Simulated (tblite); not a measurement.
Write a Z-matrix for InChI=1S/C6H7N2O/c1-5-2-8-6(4-9)3-7-5/h2-3H,4H2,1H3 as optimised with GFN2-xTB. (Doublet state.)

Z-matrix in Å and degrees, rows numbered from 1:
```
C 
C   1  1.4912
C   2  1.4005  1  122.45
N   3  1.3149  2  120.66  1  -178.74
C   4  1.3117  3  119.83  2    -0.63
C   5  1.5347  4  120.70  3  -178.89
O   6  1.3109  5  114.45  4  -178.07
C   5  1.3974  4  120.06  3    -0.11
N   8  1.3085  5  120.08  4     0.63
H   1  1.0880  2  110.56  3   -50.45
H   1  1.0860  2  109.63  3  -171.50
H   1  1.0892  2  110.06  3    68.77
H   3  1.0812  2  122.11  1     0.95
H   6  1.1154  5  103.31  4   -55.69
H   6  1.1149  5  105.09  4    56.63
H   8  1.0818  5  119.60  4  -179.12
```

C8 (carbon bonded to C, N and H) is planar (angles 120.3°, 120.1° and 119.6°, sum 360.0°, 0.00 Å off the plane of its three neighbours). The 6-membered ring C2–C3–N4–C5–C8–N9 has internal angles of 118.8° to 120.7°; it is planar, 0.00 Å rms from its mean plane, widest ring torsion 1°. The C–C distances run from 1.397 Å (C5–C8, aromatic) to 1.535 Å (C5–C6, drawn single), a spread of 0.138 Å. N4 (nitrogen bonded to 2 C) is bent (angle 119.8°).

The geometry is computed with GFN2-xTB (gas phase). This method treats the open shell by occupation alone, without spin polarisation.

Point group: near Cs, missed by 0.30 Å at most; the miss may be what the optimiser left on a soft mode. Its GFN2-xTB frequencies are all real (lowest 24 cm⁻¹). Torsions: N4–C5–C6–O7 -178°. 2 starts were optimised and ended at 0.00 and 0.04 kcal/mol (GFN2-xTB); the lowest of these is shown.

One conformer stands for the species.
